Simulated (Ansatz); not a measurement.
The cluster In₂Se₃, relaxed as a singlet with RKS B3LYP-D4/def2-SVP in Ansatz, starting from the GFN2-xTB geometry. Force threshold 0.02 eV/Å.

In the def2 sets In takes a core potential; there is no spin–orbit coupling. The structure comes from a short search, and lower isomers may exist.

Start:

```xyz
5

In    0.045    0.235    2.475
In   -0.889    0.048   -2.322
Se   -0.724   -1.675    0.215
Se    1.217   -0.402   -0.225
Se    0.350    1.794   -0.142
```

| step | energy (eV) | largest force component (eV/Å) | SCF passes |
| --- | --- | --- | --- |
| 1 | -206384.1098 | 0.893 | 16 |
| 2 | -206384.1962 | 0.096 | 20 |
| 3 | -206384.2221 | 0.096 | 21 |
| 4 | -206384.2226 | 0.114 | 20 |
| 5 | -206384.2256 | 0.004 | 20 |
| 6 | -206384.2257 | 0.005 | 20 |
| 7 | -206384.2257 | 0.003 | 15 |
| 8 | -206384.2257 | 0.002 | 14 |
| 9 | -206384.2257 | 0.006 | 16 |
| 10 | -206384.2258 | 0.020 | 21 |
| 11 | -206384.2260 | 0.032 | 21 |
| 12 | -206384.2273 | 0.078 | 20 |
| 13 | -206384.2312 | 0.088 | 20 |
| 14 | -206384.2556 | 0.161 | 20 |
| 15 (rejected) | -206384.2117 | 0.629 | 20 |
| 16 | -206384.2603 | 0.144 | 22 |
| 17 | -206384.2615 | 0.258 | 21 |
| 18 (rejected) | -206384.2596 | 0.211 | 21 |
| 19 | -206384.2655 | 0.099 | 21 |
| 20 | -206384.2699 | 0.026 | 22 |
| 21 | -206384.2704 | 0.009 | 21 |

Force components are those of the run's own axes.

End:

| atom | x (Å) | y (Å) | z (Å) |
| --- | --- | --- | --- |
| In1 | -0.618 | 0.427 | 2.325 |
| In2 | -1.149 | 0.163 | -1.924 |
| Se3 | -0.372 | -1.774 | 0.308 |
| Se4 | 1.431 | -0.512 | -0.672 |
| Se5 | 0.708 | 1.696 | -0.037 |

Bonds lost: In1–Se4 (atoms count from 1).

The force fell under the threshold at step 5, but the optimiser went on and released 0.045 eV more. No frequencies were taken in this run, so the end may be a saddle point.

Run time 89 s (4 threads of Arm Neoverse V1 on a shared host).
